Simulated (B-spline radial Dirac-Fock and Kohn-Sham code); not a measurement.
Two-hole binding energies of K⁺

System: the K⁺ ion, configuration 1s2 2s2 2p6 3s2 3p6, inside a Watson sphere of charge -1 and radius 1.6 Å (a model of the Madelung potential; inside it an electron's potential energy is raised by 9.0 eV).

The run's input, task.json:

```json
{"items": [{
  "Z": 19,
  "q": 1,
  "cfg": [[1, 0, 2], [2, 0, 2], [2, 1, 6], [3, 0, 2], [3, 1, 6]],
  "A": 39,
  "rrms": 3.4349,
  "watson": [-1, 1.6],
  "do": ["binding", "quiet", "double"]
}]}
```

Launch: `python xray_run.py task.json out`

These are calculated numbers from a radial atomic solver; the model is ΔSCF Dirac-Fock with Breit, self-energy and vacuum polarisation, finite nucleus, configuration average. U is the two-hole binding energy less the two single-hole energies, the effective repulsion of the holes after relaxation. Each two-hole energy is an average over J within one jj subconfiguration.

| holes | E(a) (eV) | E(b) (eV) | E(ab) (eV) | U (eV) |
| --- | --- | --- | --- | --- |
| 1s⁻² | 3612.3 | 3612.3 | 7484.7 | 260.1 |
| 1s⁻¹ 2p1/2⁻¹ | 3612.3 | 301.3 | 3980.3 | 66.6 |
| 1s⁻¹ 2p3/2⁻¹ | 3612.3 | 298.5 | 3976.8 | 65.9 |
| 1s⁻¹ 3p3/2⁻¹ | 3612.3 | 21.60 | 3653.2 | 19.3 |
| 2s⁻² | 384.3 | 384.3 | ? | ? |
| 2s⁻¹ 2p1/2⁻¹ | 384.3 | 301.3 | 726.9 | 41.3 |
| 2s⁻¹ 2p3/2⁻¹ | 384.3 | 298.5 | 724.0 | 41.2 |
| 2p1/2⁻² | 301.3 | 301.3 | 654.4 | 51.7 |
| 2p1/2⁻¹ 2p3/2⁻¹ | 301.3 | 298.5 | 648.0 | 48.1 |
| 2s⁻¹ 3p1/2⁻¹ | 384.3 | 21.87 | 424.6 | 18.5 |
| 2s⁻¹ 3p3/2⁻¹ | 384.3 | 21.60 | 424.3 | 18.4 |
| 2p1/2⁻¹ 3s⁻¹ | 301.3 | 43.46 | 364.7 | 19.9 |
| 3p3/2⁻² | 21.60 | 21.60 | 58.22 | 15.0 |
| 3p1/2⁻¹ 3p3/2⁻¹ | 21.87 | 21.60 | 58.20 | 14.7 |

**Question.** Give the missing two-hole energy and U.

**Answer.** E(ab) = 814.4 eV and U = 45.9 eV.
